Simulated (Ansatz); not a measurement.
H2AsF3Ge, singlet, at a GFN2-xTB geometry, atoms displaced at random by about 0.08 Å a coordinate; B3LYP/STO-3G, gradient (Ansatz, a first-principles code).

Ansatz was given this input:
Ansatz 0.2 input:
```yaml
crystal:
  periodic: [false, false, false]
  atoms:
    - {symbol: F, position_ang: [-1.55966569, -0.79158026, 1.20641815]}
    - {symbol: Ge, position_ang: [-0.68301385, -0.05996971, -0.20968306]}
    - {symbol: F, position_ang: [-1.61321185, 1.39441570, -0.54398001]}
    - {symbol: F, position_ang: [-1.03497298, -1.14827749, -1.44323339]}
    - {symbol: As, position_ang: [1.67201144, 0.31349136, 0.31271977]}
    - {symbol: H, position_ang: [1.94475075, 0.62301365, -1.00675664]}
    - {symbol: H, position_ang: [2.06053359, -1.23664453, 0.09528747]}
basis:
  gaussian:
    orbitals: STO-3G
hamiltonian:
  xc: b3lyp
output: {forces: true}
```

The log (banner, timings and long lists left out):

```
Functional definition: B3LYP
611 factors; integrals over basis functions are off by at most 4.9e-5 eV
mean field evaluation 1: about -124079.4332 eV, gradient 3.4e1 eV
mean field evaluation 2: about -124077.2635 eV, gradient 4.3e1 eV
mean field evaluation 4: about -124083.9760 eV, gradient 2.7e0 eV
mean field evaluation 8: about -124084.0014 eV, gradient 3.1e-2 eV
mean field -124084.00140698 eV, -4560.0029445497 hartree, gradient 2.5e-5 eV, S^2 0.000000; 0 other end points of the search recorded, 0 dependent functions left out
the calculation of the forces begins
reference -124084.00155570 eV, -4560.0029500150 hartree; 47, 47 occupied and 6, 6 virtual orbitals, 611 factors
Total energy: -124084.00155570 eV, -4560.0029500150 hartree
Atom 0 at    -1.559666    -0.791580     1.206418 Å, force     1.150540     1.030245    -1.914514 eV/Å
Atom 1 at    -0.683014    -0.059970    -0.209683 Å, force    -1.221557     0.087950     1.775651 eV/Å
Atom 2 at    -1.613212     1.394416    -0.543980 Å, force     0.887111    -1.397848     0.248198 eV/Å
Atom 3 at    -1.034973    -1.148277    -1.443233 Å, force     0.025981     0.291626     0.140335 eV/Å
Atom 4 at     1.672011     0.313491     0.312720 Å, force    -0.664604    -2.767645     1.503308 eV/Å
Atom 5 at     1.944751     0.623014    -1.006757 Å, force     0.489126     0.401656    -1.997474 eV/Å
Atom 6 at     2.060534    -1.236645     0.095287 Å, force    -0.666597     2.354016     0.244495 eV/Å
Dipole moment:     0.233280    -0.043940    -0.212241 e Å
```
